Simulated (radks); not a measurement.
The numbers below are computed, except where a source is named.
Mean orbital radii <r> (bohr) of the silver ion Ag+, [Kr] 4d10, at several levels of relativity; Dirac values are averaged over j with weights 2j + 1. Spin-unpolarised spherical Kohn-Sham, BLYP, point nucleus unless stated (finite: rms radius 4.5454 fm), a radial shooting solver on a logarithmic mesh with Libxc functionals. A level marked "c x" has the speed of light scaled by that factor and shares open shells by 2j + 1; other Dirac levels either fill j = l - 1/2 first or share by 2j + 1.

| shell | non-rel. | scalar-rel., finite nucleus | Dirac, 2j+1 shares | Dirac, c x 3 | change of magnitude, last against first (%) |
|---|---|---|---|---|---|
| 1s | 0.03239 | 0.03111 | 0.03111 | 0.03225 | -0.43 |
| 2s | 0.1405 | 0.1349 | 0.1345 | 0.1399 | -0.46 |
| 2p | 0.1200 | 0.1177 | 0.1175 | 0.1197 | -0.23 |
| 3s | 0.3814 | 0.3687 | 0.3684 | 0.3800 | -0.37 |
| 3p | 0.3733 | 0.3677 | 0.3674 | 0.3726 | -0.17 |
| 3d | 0.3456 | 0.3458 | 0.3459 | 0.3457 | +0.01 |
| 4s | 0.9427 | 0.9118 | 0.9118 | 0.9393 | -0.36 |
| 4p | 1.015 | 1.001 | 1.001 | 1.013 | -0.15 |
| 4d | 1.379 | 1.392 | 1.393 | 1.381 | +0.11 |
